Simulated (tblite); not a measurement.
Compound: C8H9 (doublet state).
SMILES with atom numbers: `[CH2:1]=[C:2][CH2:3]/[CH:4]=[CH:5]\[C:6]#[C:7][CH3:8]` (hydrogens: H9, H10 on C1; H11, H12 on C3; H13 on C4; H14 on C5; H15, H16, H17 on C8)

Structure optimised with GFN2-xTB, isolated species. This method treats the open shell by occupation alone, without spin polarisation.

(1) What internal coordinates does the optimisation give?

Answers

(1) 
```tsv
bond	length (Å)
C1=C2	1.293
C2–C3	1.460
C3–C4	1.501
C4=C5	1.336
C5–C6	1.408
C6≡C7	1.204
C7–C8	1.445
C1–H9	1.081
C1–H10	1.092
C3–H11, C3–H12	1.094
C4–H13	1.081
C5–H14	1.084
C8–H15, C8–H16, C8–H17	1.090
```

Bonds in one row agree within 0.01 Å and their mean is given. A selection of angles:
```tsv
angle	degrees
C2–C1–H9	121.3
C2–C1–H10	125.0
H9–C1–H10	113.7
C1–C2–C3	145.1
C2–C3–C4	108.3
C2–C3–H11	109.5
C4–C3–H11	109.9
C4–C3–H12	110.8
H11–C3–H12	108.9
C3–C4–C5	123.8
C3–C4–H13	115.9
C5–C4–H13	120.1
C4–C5–C6	124.1
C4–C5–H14	120.5
C6–C5–H14	115.4
C5–C6–C7	178.9
C6–C7–C8	179.8
C7–C8–H15	110.0
H15–C8–H16	108.7
```

Dihedral angles: C1–C2–C3–C4 -1° (synperiplanar); C2–C3–C4–C5 -102° (anticlinal); C3–C4–C5–C6 -4° (synperiplanar). The mirror-image conformer, all signs reversed, is as good.

C4 (carbon bonded to 2 C and H) is planar (angles 123.8°, 120.1° and 115.9°, sum 359.8°, 0.03 Å off the plane of its three neighbours). C5 (carbon bonded to 2 C and H) is planar (angles 124.1°, 120.5° and 115.4°, sum 360.0°, 0.00 Å off the plane of its three neighbours). C2 (carbon bonded to 2 C) is bent (angle 145.1°). The 7 C–C bonds span 1.204 Å (C6≡C7, drawn triple) to 1.501 Å (C3–C4, drawn single), a spread of 0.297 Å. C1 (carbon bonded to C and 2 H) is planar (angles 125.0°, 121.3° and 113.7°, sum 360.0°, 0.00 Å off the plane of its three neighbours). Of the pairs four or more bonds apart, C6···H11 is among the closest relative to their van der Waals radii: 2.54 Å, 88 % of the sum of Bondi's values.

Point group: C1 (no symmetry element, even within 0.4 Å). Its lowest GFN2-xTB frequency is 11i cm⁻¹, too small to tell a flat minimum from a shallow saddle.

All values are computed, not measured.
